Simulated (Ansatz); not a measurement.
A structure relaxed at PBE-D4/def2-SVP in Ansatz, charge 0, singlet:

```xyz
18

Al    2.642    0.645    0.997
Al   -0.719   -1.480   -2.756
Al   -1.979   -2.025   -0.608
Al    0.178   -1.319    1.516
Al    1.585   -0.140   -1.116
Al   -1.100    0.885   -0.995
Al    0.078    1.663    1.691
Al    1.551    2.491   -0.155
Al   -2.083   -0.456    1.363
N     0.109   -0.001   -2.198
N     1.720   -0.938    0.606
N     2.744    1.246   -0.815
N    -1.387   -2.208    1.121
N    -1.718   -2.790   -2.231
N    -2.491   -0.146   -0.408
N     1.853    2.145    1.709
N    -0.694    0.185    2.364
N    -0.288    2.245   -0.085
```

Give its formula.

Al9N9, a nanocrystal cut from zinc blende AlN (bare).

Summarise the bond lengths by kind (pairs closer than 1.2 times the sum of covalent radii, bridged metal pairs left out).

26 × Al–N 1.73 to 1.96 Å.
